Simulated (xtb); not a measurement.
SeF3, SMILES F[Se+](F)F, charge +1. All values are semi-empirical tight-binding results from xtb (GFN2-xTB unless named), good for trends rather than for accurate numbers. Coordinates come from a GFN2-xTB optimisation. The multiplicity is an assumed one; other spin states were not compared. The isomer is the one that the SMILES or the coordinates give; other isomers of the formula were not compared.

```yaml
point_group_as_xtb_finds_it: C3v
orbital_gap: 6.21 eV
zero_point_energy: 3.4 kcal/mol
G − E(el) at 298.15 K (modified RRHO): -13.9 kcal/mol
static polarisability (D4 model): 35.8 bohr³
solvation energy, GFN2-xTB/ALPB(water): -67.6 kcal/mol
solvation energy, GFN2-xTB/ALPB(benzene): -50.5 kcal/mol
```
